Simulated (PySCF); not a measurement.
C₃H₆FNSi, SMILES F[SiH2]N1C=CC1. The structure is a stationary point at PBE0-D3(BJ)/def2-SVP. This is a generated structure with no PubChem entry under its InChIKey; it may be hypothetical. One conformer was computed; it need not be the lowest.

**Question.** Give the equilibrium geometry at PBE0-D3(BJ)/def2-SVP (PySCF confirms it by a frequency run) as Cartesian coordinates in Å. (An estimate is asked for; the answer gives what the named calculation found.)

**Answer.** Several could match; the one computed here: 
```xyz
12

F      1.9859    -0.1135     1.2039
Si     1.3644     0.0443    -0.2940
N     -0.3478     0.0073    -0.3412
C     -1.3470    -0.9835    -0.3117
C     -2.3769    -0.1578    -0.0376
C     -1.4056     0.9987    -0.0196
H      1.7998     1.3750    -0.7877
H      1.8642    -1.1096    -1.0839
H     -1.1969    -2.0524    -0.4853
H     -3.4507    -0.2572     0.0933
H     -1.2537     1.4915     0.9549
H     -1.5261     1.7584    -0.8092
```
